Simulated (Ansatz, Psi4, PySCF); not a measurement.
C4H9BeF (SMILES C[C](C)(C)[Be][F]), singlet, geometry from GFN2-xTB (such geometries of metal compounds can be far from the true shape), atoms displaced at random by about 0.03 Å a coordinate. Base run: R2SCAN/STO-3G, gradient (PySCF).

PySCF was given this input:
```python
from pyscf import gto, scf, dft

mol = gto.M(
    atom='''
Be   -0.451069    1.269343   -0.202283
F    -0.857796    2.590222   -0.454131
C     0.104966   -0.307928    0.065565
C    -0.987167   -1.402520   -0.284767
C     1.352699   -0.724344   -0.774771
C     0.474565   -0.595057    1.554503
H    -0.603831   -2.383900   -0.134572
H    -1.222711   -1.394390   -1.374903
H    -1.800066   -1.227681    0.302538
H     1.192208   -0.650786   -1.851773
H     2.238016   -0.046692   -0.598613
H     1.688141   -1.810919   -0.555276
H     1.304845    0.093014    1.830827
H    -0.331686   -0.400191    2.230902
H     0.843170   -1.596464    1.694025
''',
    basis='sto-3g',
    charge=0,
    spin=0,
    verbose=4,
)

mf = dft.RKS(mol)
mf.xc = 'r2scan'
mf.kernel()
g = mf.nuc_grad_method()
grad = g.kernel()
```

Programs used: Ansatz (a quantum-chemistry and plane-wave program), Psi4, PySCF; a row that names a program was run with it.

The coordinate followed is z of atom 1.

Each row names what was changed in the base input (with any setting that the change needs).

```csv
change,dE/dx (Eh/bohr),net force (Eh/bohr)
base,0.013320,0.006296
finite difference step (bohr) = 1e-4; conv_tol = 1e-11,0.013104,-
grids.level = 0; grid_response = off,0.012441,0.070729
finite difference step (bohr) = 1e-3; conv_tol = 1e-11,0.013104,-
grids.level = 0; grid_response = on,0.001421,0.000000
finite difference step (bohr) = 0.01; conv_tol = 1e-11,0.013105,-
grids.level = 5; grid_response = on,0.013309,0.000000
grids.level = 1; grid_response = on,0.014299,0.000000
code = psi4,0.013269,0.005437
conv_tol = 1e-4,0.013351,0.006294
code = ansatz,0.013301,0.000000
grids.level = 1; grid_response = off,0.013441,0.001142
```

The net force is zero for an exact gradient.
